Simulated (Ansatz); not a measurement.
Consider the isomerisation: `O[Si]1(F)C[SiH2]1` → `F[Si@@H]1O[C@H]1[SiH3]`.

Gas-phase electronic energies from Ansatz, PBE0-D4/def2-TZVP geometries. CCSD(T)/CBS is the MP2 limit (def2-TZVPP, def2-QZVPP) plus CCSD(T) − MP2 in def2-TZVPP, frozen cores. Functionals use def2-TZVPP. One conformer a species, not always the lowest.

```tsv
level	ΔE (eV)
r2SCAN-D4	1.03
SCS-MP2/def2-QZVPP	0.88
```

**Question.** What does CCSD(T)/CBS give? (An estimate is asked.)

**Answer.** Computed: +0.99 eV. The listed levels differ from it by 0.04, -0.11 eV.

Largest T1 diagnostic among the species: 0.014.

From PBE to PBE0 (25 % exact exchange), in def2-TZVPP and without D4, ΔE moves by +0.06 eV. In def2-TZVPP, CCSD(T) changes the Hartree–Fock value by +0.07 eV (the triples alone add −0.01 eV) and MP2 by +0.08 eV.
